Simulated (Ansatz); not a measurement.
Cl₂HfI₂, SMILES `[Cl][Hf]([Cl])([I])[I]`, relaxed with RKS PBE0-D4/def2-TZVP in Ansatz 0.2.0 from a PBE-D4/def2-SVP geometry. The force threshold is 0.005 eV/Å; the program also tests the step.

Total charge 0; spin multiplicity 1. Hf, I: def2 effective core potential.

Start:

```xyz
5

Cl    1.266   -1.578   -1.267
Hf    0.041    0.011   -0.075
Cl    0.091    2.051   -1.204
I    -2.518   -0.814    0.167
I     1.120    0.330    2.380
```

Task: How much energy does the relaxation release, and in how many steps? (Best estimate.)

Result: Computed: 0.27 kcal/mol, in 3 steps.

Task: Which bonds change most? (Estimate.)

Result: Ansatz gave: Cl1–Hf2 from 2.334 to 2.312 Å; Hf2–Cl3 from 2.332 to 2.312 Å; Hf2–I4 from 2.700 to 2.683 Å; Hf2–I5 from 2.700 to 2.683 Å.

Task: Give the relaxed structure. (Best estimate.)

Result: Computed: 
```xyz
5

Cl    1.253   -1.557   -1.257
Hf    0.039    0.014   -0.071
Cl    0.094    2.030   -1.201
I    -2.503   -0.812    0.163
I     1.117    0.325    2.366
```
